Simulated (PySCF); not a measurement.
Be(SH)(OSiH3) (BeH4OSSi), SMILES [O]([Be][SH])[SiH3].

Coordinates come from a PBE-D3(BJ)/def2-SVP optimisation. Other conformers were not sampled.

Level of theory: PBE0/def2-TZVPD (PySCF).

The molecule is in vacuum.

Computed frontier levels, gap, dipole moment and polarisability:
The highest occupied level comes out as -7.61 eV. The lowest empty level comes out as -0.71 eV. The orbital gap comes out as 6.90 eV, the dipole moment comes out as 1.05 D and the quadrupole, principal values (traceless, Buckingham form, about the centre of nuclear charge) is -5.99, -0.39, 6.39 D·Å. The mean static polarisability comes out as 68.2 bohr³ (10.11 Å³). The polarisability, principal values is 59.9, 60.2, 84.5 bohr³.
